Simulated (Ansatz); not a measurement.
The input (input.yaml):

```yaml
crystal:
  periodic: [false, false, false]
  atoms:
    - { symbol: B, position_ang: [0.0, 0.0, 0.0] }
    - { symbol: O, position_ang: [0.0, 0.0, 1.76] }
    - { symbol: H, position_ang: [-0.9095, -0.2814, 2.0971] }
    - { symbol: F, position_ang: [1.1431, 0.0, -0.66] }
    - { symbol: C, position_ang: [-1.3856, 0.0, -0.8] }
    - { symbol: H, position_ang: [-1.9458, -0.9305, -0.5708] }
    - { symbol: H, position_ang: [-1.9898, 0.8797, -0.4946] }
    - { symbol: H, position_ang: [-1.1839, 0.0508, -1.8903] }
    - { symbol: S, position_ang: [0.0982, 2.076, 0.6906] }
    - { symbol: H, position_ang: [0.6507, 2.1151, 1.9763] }
    - { symbol: H, position_ang: [0.0529, 1.1186, 1.6867] }
basis:
  gaussian: { orbitals: def2-SVP }
hamiltonian:
  xc: pbe
  dispersion: d4
relax:
  f_tol: 0.15
  max_steps: 25
  restrain:
    - { distance: [0, 8], at: 3.09, k: 30.0 }
    - { distance: [10, 1], at: 2.21, k: 30.0 }
    - { distance: [0, 1], at: 1.41, k: 30.0 }
    - { distance: [10, 8], at: 1.4, k: 30.0 }
```

Launched with:

```bash
$ ansatz run input.yaml --threads 2 --pin off --max-ram 3072MiB --backend cpu --events-out ev --progress --plain --runs-dir out
```

Hardware: 2 threads of Arm Neoverse V2 (shared host).

**Question.** Roughly how long does this run take, and how much memory?

**Answer.** 30 s, with a peak of 0.18 GiB, for 14 ionic steps.
